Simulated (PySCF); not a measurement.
CF6Si, SMILES FC(F)(F)[Si](F)(F)F. The structure is a stationary point at B3LYP-D3(BJ)/def2-SVP.

**Question.** Give the equilibrium geometry at B3LYP-D3(BJ)/def2-SVP (PySCF confirms it by a frequency run) as bond lengths and angles, and its point group. (Estimate from the structure and the level; the computed values follow.)

**Answer.** point group C3v.
Atoms: F1 C2 F3 F4 Si5 F6 F7 F8. Bonds (Å): F1–C2 1.343, C2–F3 1.343, C2–F4 1.343, C2–Si5 1.911, Si5–F6 1.597, Si5–F7 1.597, Si5–F8 1.597. Bond angles (°): F1–C2–F3 107.9, F1–C2–F4 107.9, F1–C2–Si5 111.0, F3–C2–F4 107.9, F3–C2–Si5 111.0, F4–C2–Si5 111.0, C2–Si5–F6 109.6, C2–Si5–F7 109.6, C2–Si5–F8 109.6, F6–Si5–F7 109.4, F6–Si5–F8 109.4, F7–Si5–F8 109.4.
